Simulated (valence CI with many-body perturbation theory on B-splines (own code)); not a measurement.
# Missing levels of Mn²⁰⁺

Level of theory: configuration interaction combined with many-body perturbation theory (CI+MBPT): three valence electrons over a frozen Dirac-Fock core [He], a basis of 11 s, 11 p, 10 d, 8 f, 5 g, 2 h functions for each j, with the one-electron correlation potential Σ1 (screened to all orders), the two-electron term Σ2, the three-electron term Σ3, Breit, model QED; selected single and double excitations, second order for the rest, scaled by the run's own slope (own B-spline code, finite nucleus).

No measured spectrum was set against this ion. As an estimate, levels of excited configurations hold to 0.05 to 0.15 % of their energy, terms of the ground configuration to about 0.5 %.

| Level | E (cm⁻¹) |
| --- | --- |
| 2s²2p ²P°_1/2 | 0 |
| 2s²2p ²P°_3/2 | ? |
| 2s2p² ⁴P_1/2 | 379200 |
| 2s2p² ⁴P_3/2 | 424520 |
| 2s2p² ⁴P_5/2 | ? |
| 2s2p² ²D_3/2 | 687540 |
| 2s2p² ²D_5/2 | 704330 |
| 2s2p² ²P_1/2 | ? |
| 2s2p² ²S_1/2 | 911150 |
| 2s2p² ²P_3/2 | ? |
| 2p³ ⁴S°_3/2 | 1177200 |
| 2p³ ²D°_3/2 | 1311000 |
| 2p³ ²D°_5/2 | 1335100 |
| 2p³ ²P°_1/2 | ? |
| 2p³ ²P°_3/2 | 1517800 |
| 2s²3s ²S_1/2 | 7418700 |
| 2s²3p ²P°_1/2 | 7589900 |
| 2s²3p ²P°_3/2 | ? |
| 2s2p3s ⁴P°_1/2 | 7761900 |
| 2s²3d ²D_3/2 | 7774600 |

Names give the largest LS component (configuration and term), which can be under half, so a name can repeat, a term be missing and a line seem to break the LS rules; names also repeat where a configuration has a term twice.

Q: The levels stand in rising order. What does the calculation give for the missing energies?

A: 2s²2p ²P°_3/2 99451; 2s2p² ⁴P_5/2 470340; 2s2p² ²P_1/2 806490; 2s2p² ²P_3/2 925120; 2p³ ²P°_1/2 1472900; 2s²3p ²P°_3/2 7617700.
